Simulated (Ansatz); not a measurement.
Reaction (formal exchange of groups at the Si–O bond): `FBO[SiH3]` + `C/N=C(/O)F` → `O/C(F)=N/[SiH3]` + `COBF`

Isolated molecules relaxed with PBE0-D4/def2-TZVP in Ansatz; ΔE leaves out vibrations. CCSD(T)/CBS is the MP2 limit (def2-TZVPP, def2-QZVPP) plus CCSD(T) − MP2 in def2-TZVPP, frozen cores. Double bonds are as drawn, so ΔE can hold a change between cis and trans. DFT in def2-TZVPP. Each species was taken in one conformer, which may not be the lowest.

```
          species  r2SCAN0 energy (Eh)
      `FBO[SiH3]`           -491.90067
     `C/N=C(/O)F`           -308.36561
`O/C(F)=N/[SiH3]`           -559.76799
           `COBF`           -240.47643
```

(1) Work out ΔE.

Largest T1 diagnostic among the species: 0.013.

## Answers

(1) ΔE = (-559.76799) + (-240.47643) − (-491.90067) − (-308.36561) = 0.02186 Eh = +57.4 kJ/mol. CCSD(T)/CBS gives +60.9 kJ/mol.

At CCSD(T), def2-SVP lies −6.0 kJ/mol from the extrapolated value and def2-TZVPP −1.3 kJ/mol. From BLYP to BHLYP (50 % exact exchange), in def2-TZVPP and without D4, ΔE moves by +6.2 kJ/mol. Leaving LDA and LC-ωPBE aside and taking each functional with its dispersion term where it has one, the values, not all of them listed here, spread over 8.9 kJ/mol, from revPBE-D4 to BHLYP-D4.
